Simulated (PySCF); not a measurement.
Relaxation of triplet ClWN

Computed with UPBE0/[W def2-TZVP with ECP60, N def2-TZVP, Cl def2-TZVP], scalar-relativistic core potentials, density fitting, no spin–orbit coupling, PySCF. A (50,194) grid was used.

A start displaced from a saddle point along its imaginary mode, of Cs symmetry, held to at least that symmetry:

```xyz
3
charge 0 multiplicity 3, angstrom
W    -0.0324    0.0000   -0.2568
N     0.2500    0.0000   -1.9259
Cl    0.0703    0.0000    2.1219
```

Optimiser trace:
```json
{"step": "0", "E − E(last) (kJ/mol)": "93.52", "largest gradient (Eh/bohr)": "0.02420"}
{"step": "1", "E − E(last) (kJ/mol)": "90.92", "largest gradient (Eh/bohr)": "0.00705"}
{"step": "2", "E − E(last) (kJ/mol)": "87.99", "largest gradient (Eh/bohr)": "0.01116"}
{"step": "3", "E − E(last) (kJ/mol)": "81.28", "largest gradient (Eh/bohr)": "0.01507"}
{"step": "4", "E − E(last) (kJ/mol)": "63.58", "largest gradient (Eh/bohr)": "0.01960"}
{"step": "5", "E − E(last) (kJ/mol)": "39.93", "largest gradient (Eh/bohr)": "0.05417"}
{"step": "6", "E − E(last) (kJ/mol)": "20.81", "largest gradient (Eh/bohr)": "0.05385"}
{"step": "7", "E − E(last) (kJ/mol)": "2.73", "largest gradient (Eh/bohr)": "0.01907"}
{"step": "8", "E − E(last) (kJ/mol)": "0.47", "largest gradient (Eh/bohr)": "0.01183"}
{"step": "9", "E − E(last) (kJ/mol)": "0.03", "largest gradient (Eh/bohr)": "0.00188"}
{"step": "10", "E − E(last) (kJ/mol)": "0.00", "largest gradient (Eh/bohr)": "0.00015"}
{"step": "11", "E − E(last) (kJ/mol)": "0.00", "largest gradient (Eh/bohr)": "0.00001"}
```

It ends at Cs with W–Cl 2.270 Å, W–N 1.655 Å; Cl–W–N 108.7° (after a last refinement on a finer grid). A frequency run shows a minimum. Other isomers or separated fragments may lie lower.

With open d or f shells other occupations or spin states may lie lower. No spin–orbit coupling is included, which matters more the heavier the element.

The relaxation took 32 s on 4 threads of a shared Arm Neoverse V1 host, with 108 basis functions and 12 gradients; the process peaked at 1.1 GiB.
